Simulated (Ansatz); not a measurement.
`[CH3][Al]1[CH2][O]1` from Hartree–Fock to CCSD(T)

Z-matrix (Å, degrees):
```
C
Al 1 1.934
H 1 1.093 2 110.3
H 1 1.091 2 112.2 3 -121.0
H 1 1.094 2 110.1 3 118.6
C 2 1.883 1 171.7 3 132.2
O 2 1.707 1 139.6 3 -49.4
H 6 1.091 2 123.8 1 80.7
H 6 1.091 2 123.8 1 -83.4
```

The species carries charge 0 and has multiplicity 1. Geometry: relaxed with PBE0-D4/def2-TZVP. Frozen core, restricted reference, Ansatz. CBS rows extrapolate triple and quadruple zeta; past MP2 they add the triple-zeta difference.

| basis | HF (Eh) | MP2 corr. |
| --- | --- | --- |
| def2-SVP | -395.19692 | -0.53019 |
| def2-TZVPP | -395.46895 | -0.65993 |
| def2-QZVPP | -395.48357 | -0.70659 |

**Question.** Estimate the CCSD correlation energy and the (T) correction in each basis where they were run (hartree).

**Answer.** 
```csv
basis,CCSD corr.,(T)
def2-SVP,-0.56579,-0.01716
def2-TZVPP,-0.68682,-0.02853
CBS(def2),-0.76804,as TZ
```
